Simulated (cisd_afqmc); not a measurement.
Input (AFQMC/HF/def2-SVP; cisd_afqmc is a phaseless AFQMC code with CISD trial states that reads the integrals written by Ansatz):

Ansatz 0.2 input:
```python
import cisd_afqmc

open("ham.yaml", "w").write("""\
crystal:
  periodic: [false, false, false]
  atoms:
    - {symbol: Fe, position_ang: [0.00000000, 0.00000000, 0.00000000]}
basis:
  gaussian:
    orbitals: def2-SVP
magnetization: {spin_polarized: true, initial_magnetization: 4}
correlation: {method: ccsd, electrons: outside_noble_gas, hamiltonian_folder: ham}
scf: {lower_state_search: full}
""")
rep = cisd_afqmc.ansatz("ham.yaml")
e_ccsd = rep["correlation"]["coupled_cluster"]["energy"]["hartree"]
out = cisd_afqmc.run("ham", e_ccsd, trial="HF", walkers=200, populations=8, threads=8, dt=0.005, steps=40, early=36, settle=10, least=32,
    cut=5e-5, rank_cut=2e-4, target=0.0004, seconds=1500, seed=3, memory=17280, gpu=False)
```

Output:

```
orbitals 22, occupied [6, 2], factors 145 of 237, rank of the doubles 1 of 136
E(HF) = -1262.260593
E(CCSD) on the cut factors = -1262.380948, shift to the whole factors -0.000010
Energy of the trial state on the determinant = -1262.260593
  tau behind 10.8 of longer steps, mean of the populations' last blocks
   2.0  -1262.38270
   4.0  -1262.37923
   6.0  -1262.38081
   8.0  -1262.38019
  10.0  -1262.37876
  12.0  -1262.38052
  14.0  -1262.37987
  16.0  -1262.37879
  18.0  -1262.38009
  20.0  -1262.37880
blocks 880 (0 outliers left out), error by blocks joined: 1: 0.00026, 2: 0.00031, 4: 0.00035, 8: 0.00040, 16: 0.00038
E(AFQMC/HF) = -1262.37962 +/- 0.00040
```
